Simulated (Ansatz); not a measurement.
A nudged elastic band was laid between two geometries of H3OSSn (6 atoms, charge -1, multiplicity 1).

Level of theory: RKS PBE/def2-SVP (Ansatz 0.2.0).

* movable images: 7
* climbing image: yes
* spring: 5.0 eV/Å²
* optimiser: quadratic models (default)
* start path: IDPP
* force threshold: 0.03 eV/Å
* iteration limit: 60
* end points: relaxed

Initial state:

```xyz
6
Properties=species:S:1:pos:R:3
O 0.255 -2.621 1.444
S 1.050 -1.612 0.532
Sn -0.140 0.520 -0.251
H -1.559 0.516 -1.354
H 1.069 1.373 -1.235
H -0.675 1.823 0.865
```

Final state:

```xyz
6
Properties=species:S:1:pos:R:3
O 0.583 -2.756 1.035
S 0.271 -1.284 1.504
Sn -0.109 0.507 -0.288
H -1.498 0.492 -1.428
H 1.166 1.035 -1.439
H -0.413 2.006 0.616
```

Task: Which bonds break or form, and what moves?

Result: No bond is made or broken. The dihedral O1–S2–Sn3–H4 goes from -65 to 65°. The two ends are copies of one structure, up to a mirror image or an exchange of like atoms.

Task: What energy profile does the band end with?

Result: It converged. The highest image is number 4 of 0 to 8, 0.7 kcal/mol above the ends, which have the same energy within 2 meV. A vibrational analysis at the climbing image gives one clearly imaginary mode, 81i cm⁻¹: a first-order saddle point. Limits of this set-up: an anion without diffuse functions, the dipole of an ion depends on the origin.

| image | path coordinate (Å) | energy (kcal/mol) | dihedral O1–S2–Sn3–H4 (°) |
| --- | --- | --- | --- |
| 0 | 0.00 | 0.0 | -65 |
| 1 | 0.31 | 0.1 | -51 |
| 2 | 0.61 | 0.3 | -37 |
| 3 | 0.92 | 0.5 | -20 |
| 4 | 1.23 | 0.7 | 0 |
| 5 | 1.54 | 0.5 | 20 |
| 6 | 1.84 | 0.3 | 37 |
| 7 | 2.15 | 0.1 | 51 |
| 8 | 2.46 | 0.0 | 65 |

Task: What is the geometry of the highest image?

Result: 
```xyz
6
Properties=species:S:1:pos:R:3:forces:R:3
O -0.010 -2.702 0.963 -0.01 -0.01 0.00
S 0.886 -1.421 1.198 0.01 0.01 0.00
Sn 0.037 0.588 -0.182 0.00 0.00 0.00
H -1.382 0.079 -1.102 0.00 0.00 0.00
H 1.034 1.359 -1.468 0.00 0.00 0.00
H -0.566 2.098 0.591 0.00 0.00 0.00
```

Time of the run: 2.1 min on 1 thread of Arm Neoverse V2 (shared host), peak memory 0.12 GiB.
